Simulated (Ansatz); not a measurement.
`C#CB(C)F` + H₂O → `C#CB(O)F` + CH₄ at 400 K and 1 bar (formal hydrolysis of a B–C bond).

Program: Ansatz. Geometries: PBE0-D4/def2-TZVP. ΔE: electronic, gas phase. CCSD(T)/CBS adds triple-zeta CCSD(T) − MP2 to the extrapolated MP2 energy (def2 sets, frozen cores). This one scheme is used for every species. One conformer a species, not always the lowest.

| species | CCSD(T)/CBS energy (Eh) | H − E (kJ/mol) | S (J/(mol·K)) |
| --- | --- | --- | --- |
| `C#CB(C)F` | -241.16581 | 192.3 | 358.5 |
| H₂O | -76.37941 | 69.8 | 198.6 |
| `C#CB(O)F` | -277.13346 | 133.3 | 327.1 |
| CH₄ | -40.46206 | 131.3 | 197.2 |

H − E and S are ideal-gas, rigid-rotor, harmonic terms from PBE0-D4/def2-TZVP, for one conformer and one mirror image of each species. 1 Eh = 2625.50 kJ/mol, R = 8.31446 J/(mol·K).

**Question.** By hand: ΔE, ΔH, ΔS and ΔG.

**Answer.** ΔE = (-277.13346) + (-40.46206) − (-241.16581) − (-76.37941) = -0.05030 Eh = -132.1 kJ/mol. Δ(H − E) = 133.3 + 131.3 − 192.3 − 69.8 = 2.5, so ΔH = -129.6 kJ/mol. ΔS = 327.1 + 197.2 − 358.5 − 198.6 = -32.8 J/(mol·K). ΔG = -129.6 − 400 × (-32.8)/1000 = -116.5 kJ/mol.

**Question.** By hand: the equilibrium constant, and the temperature at which ΔG would vanish if ΔH and ΔS stayed fixed.

**Answer.** log₁₀ K = −ΔG/(RT ln 10) = 15.2. ΔG = 0 at ΔH/ΔS = 3951 K, far beyond where these terms or the molecules hold.

ΔH outweighs TΔS. A doubt of 5 kJ/mol in ΔE shifts log₁₀ K by 0.7 here. Other conformers and mirror images would add mixing entropy, several J/(mol·K) or more a flexible species. Modes under 60 cm⁻¹, often nearly free rotors, make the harmonic entropy too high. These are equilibria of isolated gas molecules and say nothing of rates. Largest T1 diagnostic: 0.014 (customary marks: 0.02 for closed shells, 0.045 for open ones).
